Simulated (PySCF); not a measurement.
C₃H₄Cl₂Si, SMILES C#C[Si](C)(Cl)Cl. Geometry optimised at PBE-D3(BJ)/def2-SVP.

The numbers are results of PBE-D3(BJ)/def2-SVP (PySCF 2.14.0), not measurements.

Harmonic wavenumbers (cm⁻¹): 103, 111, 158, 173, 183, 212, 329, 338, 456, 569, 635, 705, 706, 741, 782, 794, 1219, 1371, 1372, 2090, 2983, 3091, 3095, 3389. Rotational constants (GHz): 1.668, 1.591, 1.202; symmetry number 1.

Work out the zero-point energy and the ideal-gas rigid-rotor harmonic-oscillator thermochemistry at 298.15 K and 1 atm.

ZPE = ½ Σ hcν = ½ × 25606 cm⁻¹ = 153.16 kJ/mol. H − E(el) = 177.93 kJ/mol. Entropy in J/(mol K): translation 170.29, rotation 121.34, vibration 89.93, total 381.56. G − E(el) = 64.17 kJ/mol. Cp = 125.85 J/(mol K). Modes under 150 cm⁻¹ make the vibrational entropy uncertain.
